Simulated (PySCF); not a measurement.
2-methylidene-3H-selenophene (C₅H₆Se), SMILES C=C1CC=C[Se]1. Atoms are numbered in the order given.

```xyz
12

C      0.8428     2.2286     0.0000
C      0.0696     1.1252     0.0000
C     -1.4541     1.0952     0.0000
C     -1.9486    -0.3251     0.0000
C     -1.0162    -1.2976     0.0000
Se     0.7833    -0.6687     0.0000
H      1.9414     2.1808     0.0000
H      0.3803     3.2286     0.0000
H     -1.8422     1.6475    -0.8863
H     -1.8422     1.6475     0.8863
H     -3.0272    -0.5462     0.0000
H     -1.2045    -2.3803     0.0000
```

Geometry optimised at PBE-D3(BJ)/def2-SVP. Other conformers were not sampled.

Computed with TDA-PBE/def2-SVPD run with PySCF.

Vertical excitations. Isolated molecule, no solvent. State labels are in the subgroup Cs.

Computed lowest excited states:
```tsv
state	symmetry	energy (eV)	λ (nm)	f	main pairs
S1	A"	3.78	328	0.000	HOMO→LUMO+1 100 %
S2	A'	4.04	307	0.089	HOMO→LUMO 92 %
S3	A'	4.54	273	0.060	HOMO→LUMO+2 83 %
S4	A"	4.71	263	0.005	HOMO→LUMO+3 99 %
S5	A"	5.24	236	0.001	HOMO→LUMO+4 97 %
S6	A"	5.41	229	0.003	HOMO→LUMO+5 100 %
S7	A"	5.85	212	0.003	HOMO→LUMO+6 75 %, HOMO−1→LUMO+1 21 %
S8	A"	5.90	210	0.000	HOMO−1→LUMO+1 78 %, HOMO→LUMO+6 20 %
S9	A'	6.06	205	0.029	HOMO→LUMO+8 72 %, HOMO−1→LUMO 22 %
S10	A"	6.11	203	0.022	HOMO→LUMO+7 98 %
T1	A'	3.08	403	0	HOMO→LUMO 97 %
T2	A"	3.47	357	0	HOMO→LUMO+1 100 %
T3	A'	3.50	355	0	HOMO→LUMO+2 94 %
T4	A"	4.59	270	0	HOMO→LUMO+3 99 %
```
Triplets are in the Tamm–Dancoff approximation.
